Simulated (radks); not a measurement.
Values are calculated unless marked as measured or tabulated.
Species: Fe+. Configuration: [Ar] 3d5.5 4s0.5 4p1 (fractional occupations, a model configuration).

Level of theory: scalar-relativistic Kohn-Sham, SCAN, spin-polarised, spherical densities, finite nucleus; open shells are filled with parallel spins first; meta-GGA in the generalised Kohn-Sham scheme; Fermi nuclear charge, rms radius 3.7377 fm (a radial shooting solver on a logarithmic mesh with Libxc functionals).

Energy parts (hartree):
| part | energy |
|---|---|
| total | -1272.46599 |
| kinetic | 1287.77121 |
| electron-nucleus | -3031.49752 |
| Hartree | 527.08773 |
| exchange-correlation | -55.82741 |

Orbitals (lengths in bohr, moments of r in powers of bohr; r(max) is where P^2 peaks):
orbital  occ.  eigenvalue (hartree)      <r>   r(max)
1s up       1             -258.5620  0.05847  0.03827
1s down     1             -258.5597  0.05847  0.03827
2s up       1             -30.98828   0.2667   0.2221
2s down     1             -30.87410   0.2660   0.2219
2p up       3             -26.40775   0.2357   0.1800
2p down     3             -26.32129   0.2350   0.1798
3s up       1              -4.14574   0.8058   0.6997
3s down     1              -3.90037   0.8110   0.7011
3p up       3              -2.83893   0.8500   0.7122
3p down     3              -2.59590   0.8572   0.7149
3d up       5              -0.81169    1.045   0.7039
3d down   0.5              -0.57257    1.094   0.7164
4s up     0.5              -0.56134    2.559    2.191
4p up       1              -0.34410    3.121    2.619

The highest occupied level is 4p up at -9.363 eV. Summed over all electrons, <r^2> = 29.98 bohr^2, which gives a Langevin (diamagnetic) susceptibility term of -23.7 x 10^-6 cm^3/mol. The spin density at the nucleus is 3.234 e/bohr^3 (1s -0.001, 2s -3.213, 3s 2.169, 4s 4.279). Spin moment in Bohr magnetons: 6. The density falls to 0.001 e/bohr^3 at r = 4.21 bohr. The electron density at the nucleus is 1.519e+04 e/bohr^3 (large components only).

Empty levels of this run are not shown, since the potential may be unsettled where no density lies.
